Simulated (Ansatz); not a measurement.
Input file for Ansatz (a first-principles code): U-PBE0/def2-TZVPP on AlZn, 2S+1 = 2, a spin state set in the input, which need not be the lowest.

Ansatz 0.2 input:
```yaml
crystal:
  periodic: [false, false, false]
  atoms:
    - {symbol: Zn, position_ang: [0.00000000, 0.00000000, 0.00000000]}
    - {symbol: Al, position_ang: [0.00000000, 0.00000000, 2.30800000]}
basis:
  gaussian:
    orbitals: def2-TZVPP
hamiltonian:
  xc: {name: PBE0}
magnetization: {spin_polarized: true, initial_magnetization: 1}
relax: {f_tol: 0.002, max_steps: 120}
```

The log:

```
WARN ansatz: RAYON_NUM_THREADS=2 ignored (pool sized by the plan → 2); use --threads N
Functional definition: PBE0
integrals: 0.04 GiB planned
884 factors; their error is unknown
mean field: 0.47 GiB planned
mean field evaluation 1: about -55004.2991 eV, gradient 1.8e1 eV
mean field evaluation 2: about -55002.6751 eV, gradient 3.6e1 eV
mean field evaluation 4: about -55004.9487 eV, gradient 6.3e-1 eV
mean field evaluation 8: about -55005.0436 eV, gradient 1.7e-2 eV
mean field evaluation 16: about -55005.0436 eV, gradient 1.3e-4 eV
mean field evaluation 32: about -55004.1362 eV, gradient 3.9e0 eV
mean field -55005.04358723 eV, -2021.3980680730 hartree, gradient 8.1e-6 eV, S^2 0.756239; 6 other end points of the search recorded, 0 dependent functions left out
the calculation of the forces begins
reference -55005.04360906 eV, -2021.3980688754 hartree; 22, 21 occupied and 84, 85 virtual orbitals, 884 factors
relax step   1: F+E_penalty+E_count = -55005.04358723 eV  Δ(F+E_penalty+E_count) = +0.000e0 eV  max|allowed force component| = 1.909e0 eV/Å  Δτ_max = 0.0000 Å  (100 SCF iters, accepted)
these checks for a lower state are left out or cut short: starts, cluster_reference, orbital_swaps, neighbouring_geometries, increment
integrals: 0.04 GiB planned
884 factors; their error is unknown
mean field: 0.47 GiB planned
mean field -55005.24181211 eV, -2021.4053527032 hartree, gradient 1.6e-5 eV, S^2 0.756579; 0 other end points of the search recorded, 0 dependent functions left out
the calculation of the forces begins
reference -55005.24183424 eV, -2021.4053535164 hartree; 22, 21 occupied and 84, 85 virtual orbitals, 884 factors
relax step   2: F+E_penalty+E_count = -55005.24181211 eV  Δ(F+E_penalty+E_count) = -1.982e-1 eV  max|allowed force component| = 8.613e-1 eV/Å  Δτ_max = 0.0739 Å  (48 SCF iters, accepted)
these checks for a lower state are left out or cut short: starts, cluster_reference, orbital_swaps, neighbouring_geometries, increment
integrals: 0.04 GiB planned
884 factors; their error is unknown
mean field: 0.47 GiB planned
mean field -55005.32378576 eV, -2021.4083651789 hartree, gradient 1.5e-5 eV, S^2 0.757027; 0 other end points of the search recorded, 0 dependent functions left out
the calculation of the forces begins
reference -55005.32380820 eV, -2021.4083660037 hartree; 22, 21 occupied and 84, 85 virtual orbitals, 884 factors
relax step   3: F+E_penalty+E_count = -55005.32378576 eV  Δ(F+E_penalty+E_count) = -8.197e-2 eV  max|allowed force component| = 1.761e-1 eV/Å  Δτ_max = 0.0850 Å  (50 SCF iters, accepted)
these checks for a lower state are left out or cut short: starts, cluster_reference, orbital_swaps, neighbouring_geometries, increment
integrals: 0.04 GiB planned
884 factors; their error is unknown
mean field: 0.46 GiB planned
mean field evaluation 64: about -55005.2295 eV, gradient 1.4e0 eV
mean field -55005.32918095 eV, -2021.4085634488 hartree, gradient 4.6e-6 eV, S^2 0.757240; 0 other end points of the search recorded, 0 dependent functions left out
the calculation of the forces begins
reference -55005.32920355 eV, -2021.4085642792 hartree; 22, 21 occupied and 84, 85 virtual orbitals, 884 factors
relax step   4: F+E_penalty+E_count = -55005.32918095 eV  Δ(F+E_penalty+E_count) = -5.395e-3 eV  max|allowed force component| = 4.764e-2 eV/Å  Δτ_max = 0.0476 Å  (65 SCF iters, accepted)
these checks for a lower state are left out or cut short: starts, cluster_reference, orbital_swaps, neighbouring_geometries, increment
integrals: 0.04 GiB planned
884 factors; their error is unknown
mean field: 0.46 GiB planned
mean field -55005.32975694 eV, -2021.4085846160 hartree, gradient 1.1e-5 eV, S^2 0.757189; 0 other end points of the search recorded, 0 dependent functions left out
the calculation of the forces begins
reference -55005.32977950 eV, -2021.4085854450 hartree; 22, 21 occupied and 84, 85 virtual orbitals, 884 factors
relax step   5: F+E_penalty+E_count = -55005.32975694 eV  Δ(F+E_penalty+E_count) = -5.760e-4 eV  max|allowed force component| = 2.193e-3 eV/Å  Δτ_max = 0.0124 Å  (45 SCF iters, accepted)
these checks for a lower state are left out or cut short: starts, cluster_reference, orbital_swaps, neighbouring_geometries, increment
integrals: 0.04 GiB planned
884 factors; their error is unknown
mean field: 0.46 GiB planned
mean field -55005.32975808 eV, -2021.4085846577 hartree, gradient 1.7e-5 eV, S^2 0.757191; 0 other end points of the search recorded, 0 dependent functions left out
the calculation of the forces begins
reference -55005.32978064 eV, -2021.4085854868 hartree; 22, 21 occupied and 84, 85 virtual orbitals, 884 factors
relax step   6: F+E_penalty+E_count = -55005.32975808 eV  Δ(F+E_penalty+E_count) = -1.136e-6 eV  max|allowed force component| = 5.249e-5 eV/Å  Δτ_max = 0.0005 Å  (48 SCF iters, accepted)
integrals: 0.04 GiB planned
884 factors; their error is unknown
mean field: 0.46 GiB planned
mean field evaluation 96: about -55005.2349 eV, gradient 5.2e-1 eV
mean field evaluation 128: about -55004.9788 eV, gradient 4.7e-1 eV
mean field -55005.32975808 eV, -2021.4085846577 hartree, gradient 1.7e-5 eV, S^2 0.757191; 10 other end points of the search recorded, 0 dependent functions left out
the calculation of the forces begins
reference -55005.32978064 eV, -2021.4085854868 hartree; 22, 21 occupied and 84, 85 virtual orbitals, 884 factors
Total energy: -55005.32978064 eV, -2021.4085854868 hartree
Atom 0 at    -0.000000    -0.000000    -0.194555 Å, force    -0.000000     0.000000    -0.000052 eV/Å
Atom 1 at     0.000000     0.000000     2.502555 Å, force     0.000000     0.000000     0.000052 eV/Å
Dipole moment:    -0.000000    -0.000000    -0.168620 e Å
```

Self-consistency was reached.

Cost: very roughly 50 core-seconds.
